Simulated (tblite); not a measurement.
A geometry optimisation, step by step.

CH11BO2Si3.
Bonds: C1–O2, O2–B3, B3–Si4, Si4–O5, O5–Si6, Si6–Si7. Hydrogens: H8, H9, H10 on C1; H11 on B3; H12, H13 on Si4; H14, H15 on Si6; H16, H17, H18 on Si7.

Computed with GFN2-xTB (tblite), gas phase: L-BFGS steps from a force-field or distance-geometry start until the largest atomic force falls under 0.01 eV/Å. 6 of its 270 geometries are shown.

Step 0: E = -607.8945 eV, largest atomic force 3.242 eV/Å
```
atom  x, y, z in Å  |  force x, y, z in eV/Å
C1     -2.733   -1.464   -0.212   -0.206  -0.850  -0.901
O2     -2.510   -0.671    0.891    0.477   2.056   0.188
B3     -2.336    0.705    0.436   -1.082  -1.663  -0.191
Si4    -0.702    1.117   -0.504    1.108   0.180   2.590
O5      0.667    1.062    0.563    0.126   0.347  -3.221
Si6     2.037    1.114   -0.489   -0.751   0.557   0.994
Si7     3.284   -0.723   -0.266    0.040  -0.670   0.311
H8     -2.379   -2.491    0.029   -0.443   0.477  -0.071
H9     -2.118   -1.102   -1.067   -0.569  -0.464   0.166
H10    -3.815   -1.468   -0.524    0.752  -0.081   0.216
H11    -3.339    1.207   -0.001    0.214  -0.031   0.526
H12    -0.695    2.421   -1.129    0.067   0.258  -0.377
H13    -0.498    0.067   -1.491    0.087  -0.032  -0.409
H14     2.911    2.264   -0.216   -0.511   0.200   0.074
H15     1.586    1.224   -1.888    0.176   0.268   0.127
H16     4.381   -0.377    0.662   -0.035  -0.362  -0.219
H17     2.450   -1.825    0.274    0.464  -0.018  -0.135
H18     3.800   -1.055   -1.610    0.089  -0.173   0.331
```

Step 54: E = -610.2295 eV, largest atomic force 0.072 eV/Å
```
atom  x, y, z in Å  |  force x, y, z in eV/Å
C1     -3.116   -1.870   -0.082   -0.008  -0.012  -0.005
O2     -2.126   -0.957   -0.492    0.032   0.019   0.061
B3     -2.085    0.313   -0.110    0.021   0.041  -0.024
Si4    -0.718    1.487   -0.891    0.042   0.017   0.003
O5      0.788    1.155   -0.345    0.007  -0.001   0.002
Si6     2.391    1.346   -0.545   -0.008  -0.023  -0.006
Si7     3.304   -0.726   -0.138   -0.001   0.002  -0.012
H8     -2.740   -2.476    0.746    0.035   0.005  -0.008
H9     -3.345   -2.525   -0.922   -0.028  -0.023  -0.037
H10    -4.020   -1.347    0.240   -0.026  -0.042   0.030
H11    -2.945    0.730    0.601    0.009   0.000  -0.002
H12    -0.916    2.922   -0.607    0.030   0.017  -0.027
H13    -0.576    1.420   -2.358   -0.060   0.020  -0.035
H14     2.783    2.422    0.378   -0.030  -0.016  -0.010
H15     2.638    1.850   -1.905   -0.007   0.010   0.035
H16     4.420   -0.647    0.814   -0.003  -0.010   0.018
H17     2.378   -1.725    0.407   -0.009  -0.019   0.039
H18     3.877   -1.367   -1.329    0.004   0.014  -0.021
```

Step 108: E = -610.2679 eV, largest atomic force 0.049 eV/Å
```
atom  x, y, z in Å  |  force x, y, z in eV/Å
C1     -2.910   -1.882    0.009   -0.018   0.001   0.000
O2     -2.012   -0.897   -0.440    0.004   0.009   0.001
B3     -2.141    0.407   -0.244    0.032  -0.009   0.036
Si4    -0.784    1.590   -1.032   -0.017   0.008  -0.005
O5      0.717    1.062   -0.656   -0.008  -0.004   0.016
Si6     2.321    1.275   -0.523    0.012   0.022  -0.004
Si7     3.208   -0.804   -0.102   -0.009   0.000   0.012
H8     -2.352   -2.634    0.571   -0.005  -0.001   0.003
H9     -3.372   -2.357   -0.860    0.013  -0.028  -0.014
H10    -3.695   -1.456    0.641    0.016   0.008   0.008
H11    -3.084    0.817    0.358    0.000  -0.005  -0.019
H12    -0.826    2.997   -0.590    0.012   0.012  -0.008
H13    -0.791    1.678   -2.506    0.015   0.014  -0.003
H14     2.528    2.254    0.556   -0.019   0.004  -0.014
H15     2.792    1.918   -1.759   -0.006  -0.010   0.017
H16     4.347   -0.719    0.822    0.000   0.015  -0.003
H17     2.297   -1.778    0.513   -0.009  -0.012  -0.017
H18     3.747   -1.464   -1.298   -0.014  -0.023  -0.008
```

Step 161: E = -610.3197 eV, largest atomic force 0.075 eV/Å
```
atom  x, y, z in Å  |  force x, y, z in eV/Å
C1     -2.128   -1.867    0.176   -0.049  -0.023   0.034
O2     -1.505   -0.677   -0.234   -0.007   0.021   0.015
B3     -2.104    0.467   -0.537    0.074  -0.004   0.013
Si4    -0.894    1.935   -1.034    0.062  -0.014   0.012
O5      0.602    1.591   -0.477    0.019  -0.034  -0.037
Si6     2.179    1.224   -0.442   -0.026   0.028  -0.001
Si7     2.490   -1.038   -0.157   -0.036   0.004   0.026
H8     -1.682   -2.183    1.121    0.007   0.003   0.025
H9     -1.942   -2.641   -0.571    0.010  -0.006  -0.041
H10    -3.207   -1.741    0.307    0.018   0.026  -0.028
H11    -3.291    0.557   -0.494    0.030  -0.019   0.003
H12    -1.136    3.269   -0.456   -0.042  -0.007  -0.012
H13    -0.727    2.178   -2.483   -0.017   0.010   0.022
H14     2.708    2.057    0.650   -0.026  -0.024  -0.020
H15     2.764    1.724   -1.697    0.004   0.010  -0.001
H16     3.807   -1.269    0.451    0.037  -0.018   0.001
H17     1.555   -1.746    0.727   -0.041   0.024   0.003
H18     2.501   -1.835   -1.393   -0.017   0.023  -0.013
```

Step 215: E = -610.4081 eV, largest atomic force 0.027 eV/Å
```
atom  x, y, z in Å  |  force x, y, z in eV/Å
C1     -1.664   -1.841    0.240    0.004   0.020   0.009
O2     -1.135   -0.595   -0.143    0.014   0.001  -0.009
B3     -1.831    0.393   -0.693   -0.003   0.009   0.017
Si4    -0.879    2.065   -1.083    0.005  -0.004   0.005
O5      0.715    1.896   -0.791   -0.020   0.017  -0.008
Si6     2.122    1.189   -0.413    0.008   0.007  -0.021
Si7     1.894   -1.080   -0.138    0.008   0.004   0.015
H8     -1.633   -1.915    1.329    0.008  -0.010   0.016
H9     -1.040   -2.630   -0.183   -0.010  -0.007  -0.012
H10    -2.697   -1.957   -0.100   -0.006  -0.009  -0.006
H11    -2.992    0.240   -0.906    0.003   0.004  -0.003
H12    -1.247    3.234   -0.260   -0.002  -0.013  -0.003
H13    -0.925    2.542   -2.477    0.007  -0.005  -0.007
H14     2.574    1.899    0.792   -0.002   0.001   0.008
H15     3.012    1.569   -1.521    0.000  -0.001   0.010
H16     3.236   -1.689   -0.111   -0.005  -0.009   0.000
H17     1.284   -1.512    1.127   -0.005  -0.006  -0.003
H18     1.196   -1.804   -1.210   -0.003   0.001  -0.008
```

Step 269: E = -610.4136 eV, largest atomic force 0.009 eV/Å
```
atom  x, y, z in Å  |  force x, y, z in eV/Å
C1     -1.628   -1.837    0.241   -0.001   0.000   0.003
O2     -1.103   -0.599   -0.177    0.000  -0.002  -0.002
B3     -1.824    0.417   -0.636    0.001  -0.001  -0.001
Si4    -0.869    2.046   -1.170   -0.003   0.006   0.001
O5      0.741    1.853   -1.001   -0.002   0.004  -0.001
Si6     2.081    1.194   -0.371    0.003  -0.007  -0.001
Si7     1.883   -1.085   -0.153   -0.002  -0.003   0.000
H8     -1.375   -1.988    1.293   -0.001   0.002   0.004
H9     -1.163   -2.629   -0.347   -0.001   0.001   0.002
H10    -2.714   -1.872    0.117   -0.001   0.002   0.000
H11    -3.006    0.307   -0.709   -0.002  -0.004  -0.002
H12    -1.174    3.258   -0.385    0.000   0.001  -0.002
H13    -0.984    2.450   -2.583    0.001  -0.003   0.001
H14     2.304    1.885    0.909   -0.001   0.004   0.004
H15     3.121    1.634   -1.309   -0.001   0.003   0.002
H16     3.229   -1.682   -0.120    0.008  -0.003  -0.002
H17     1.270   -1.545    1.100    0.000  -0.003   0.003
H18     1.204   -1.802   -1.242   -0.001   0.003  -0.007
```

Problem. Summarise the path.

Solution. The energy falls by 2.5191 eV from step 0 to step 269; nine tenths of that is first reached at step 36. It rises by more than 0.2 meV at steps 138, 143 and 162. The largest force goes from 3.242 to 0.009 eV/Å. Among the bonds O2–B3 changes most, from 1.460 to 1.327 Å; the atoms move by 1.646 Å rms after alignment.

Problem. Follow the three bonds and two angles with the largest change from start to end.

Solution. 
| step | E above end (eV) | largest force (eV/Å) | O2–B3 (Å) | O5–Si6 (Å) | Si4–O5 (Å) | Si4–O5–Si6 (°) | C1–O2–B3 (°) |
| --- | --- | --- | --- | --- | --- | --- | --- |
| 0 | 2.5191 | 3.242 | 1.460 | 1.728 | 1.737 | 104.5 | 108.2 |
| 12 | 1.3543 | 0.493 | 1.353 | 1.647 | 1.638 | 126.8 | 123.7 |
| 23 | 0.7986 | 0.964 | 1.331 | 1.644 | 1.643 | 140.2 | 128.3 |
| 35 | 0.2589 | 0.299 | 1.325 | 1.628 | 1.636 | 147.2 | 125.0 |
| 47 | 0.1953 | 0.099 | 1.327 | 1.627 | 1.635 | 147.3 | 125.0 |
| 58 | 0.1790 | 0.089 | 1.327 | 1.625 | 1.634 | 147.3 | 124.3 |
| 70 | 0.1641 | 0.076 | 1.326 | 1.626 | 1.636 | 146.1 | 126.0 |
| 82 | 0.1535 | 0.051 | 1.325 | 1.622 | 1.635 | 148.7 | 125.6 |
| 94 | 0.1499 | 0.041 | 1.325 | 1.624 | 1.636 | 150.2 | 125.4 |
| 105 | 0.1465 | 0.033 | 1.325 | 1.624 | 1.636 | 151.8 | 125.3 |
| 117 | 0.1434 | 0.034 | 1.325 | 1.623 | 1.634 | 151.3 | 125.5 |
| 129 | 0.1414 | 0.055 | 1.326 | 1.623 | 1.633 | 151.6 | 125.0 |
| 140 | 0.1344 | 0.154 | 1.328 | 1.619 | 1.631 | 154.5 | 124.6 |
| 152 | 0.1142 | 0.084 | 1.325 | 1.619 | 1.632 | 159.9 | 126.2 |
| 164 | 0.0896 | 0.086 | 1.325 | 1.618 | 1.633 | 161.8 | 127.0 |
| 175 | 0.0560 | 0.309 | 1.328 | 1.622 | 1.629 | 163.5 | 125.6 |
| 187 | 0.0312 | 0.066 | 1.325 | 1.619 | 1.630 | 161.3 | 125.9 |
| 199 | 0.0134 | 0.096 | 1.327 | 1.619 | 1.629 | 157.8 | 124.1 |
| 211 | 0.0060 | 0.032 | 1.327 | 1.620 | 1.629 | 159.2 | 125.0 |
| 222 | 0.0050 | 0.017 | 1.327 | 1.619 | 1.630 | 159.9 | 125.1 |
| 234 | 0.0034 | 0.056 | 1.327 | 1.620 | 1.629 | 159.0 | 125.2 |
| 246 | 0.0016 | 0.021 | 1.326 | 1.620 | 1.630 | 157.6 | 125.0 |
| 257 | 0.0004 | 0.015 | 1.327 | 1.621 | 1.631 | 155.6 | 124.9 |
| 269 | 0.0000 | 0.009 | 1.327 | 1.621 | 1.630 | 154.8 | 125.0 |

The cost below is that of the whole relaxation. The run took 2.1 s wall on Arm Neoverse V2, one thread, on a shared host.
